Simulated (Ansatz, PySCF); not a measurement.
Reaction 3 R1 + R2 → P1 + P2 + P3 + P4, each structure at its B3LYP-D3(BJ)/def2-TZVP stationary point, reached from a drawn start (curvature not checked).
P1, CH4 (SMILES C) (charge 0, multiplicity 1):
```
atom    x (Å)    y (Å)    z (Å)
----  -------  -------  -------
C      0.0000   0.0000   0.0000
H      0.6289   0.6289   0.6289
H     -0.6289  -0.6289   0.6289
H      0.6289  -0.6289  -0.6289
H     -0.6289   0.6289  -0.6289
```
R1: H2 (SMILES [H][H]), charge 0, multiplicity 1.
P2, HCl (SMILES Cl) (charge 0, multiplicity 1):
```xyz
2

Cl     0.00000     0.00000     0.64101
H      0.00000     0.00000    -0.64101
```
P3: HF (SMILES F), charge 0, multiplicity 1.
P4, SiH4 (SMILES [SiH4]) (charge 0, multiplicity 1):
```csv
atom,x (Å),y (Å),z (Å)
Si,0.0000,0.0000,0.0000
H,0.8547,0.8547,0.8547
H,-0.8547,-0.8547,0.8547
H,-0.8547,0.8547,-0.8547
H,0.8547,-0.8547,-0.8547
```
R2, CH4ClFSi (SMILES C[SiH](F)Cl) (charge 0, multiplicity 1):
```xyz
8

Si    -0.816     0.166     0.106
F     -1.362    -0.575     1.415
C      1.009    -0.089    -0.029
Cl    -1.771    -0.659    -1.519
H     -1.221     1.577     0.198
H      1.398     0.406    -0.920
H      1.247    -1.152    -0.096
H      1.516     0.326     0.845
```

P less R. No zero-point or thermal terms.

Correlated levels freeze the cores.

The values were computed with Ansatz (Gaussian orbitals); PySCF for the D3/D4 terms. All values are computed, each at the level named.

PBE/def2-TZVPP gives 40.15 kcal/mol for the reaction energy.

Q: Predict the shift from PBE, with its sign, for: PBE-D3(BJ)/def2-TZVPP, r2SCAN/def2-TZVPP, PBE0/def2-TZVPP, wB97M-V/def2-TZVPP, B2PLYP/def2-TZVPP, MP2/cc-pV(Q+d)Z, CCSD(T)/cc-pV(Q+d)Z.

A: PBE-D3(BJ)/def2-TZVPP 1.77; r2SCAN/def2-TZVPP 5.94; PBE0/def2-TZVPP -0.94; wB97M-V/def2-TZVPP 4.07; B2PLYP/def2-TZVPP 1.57; MP2/cc-pV(Q+d)Z 7.47; CCSD(T)/cc-pV(Q+d)Z 3.31 kcal/mol. 6 of 7 lie above PBE; the widest gap is to MP2/cc-pV(Q+d)Z.

Ansatz is a quantum-chemistry and plane-wave program.
